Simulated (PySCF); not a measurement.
**Electron correlation in Ga²⁺ (gallium, charge +2)**

[Ar] 3d10 4s1, 2S determinant. All numbers are calculated (PySCF 2.14, the non-relativistic Hamiltonian (point nucleus), in def2-TZVPPD (7s5p5d1f, 54 functions)). Frozen: [Ne]; 19 electrons correlated.

```csv
level,correlation energy (mhartree)
CCSD,-243.64
(T),-6.00
CCSD(T),-249.64
```

Diagnostics: T1 = 0.0080, D1 = 0.0161, largest double amplitude 0.012.

Q: Is a single reference adequate?

A: Yes, within this model without spin-orbit coupling: T1 lies below 0.03 and no double amplitude reaches 0.07.

This basis was not built for core-valence correlation, so the inner-shell part is incomplete.
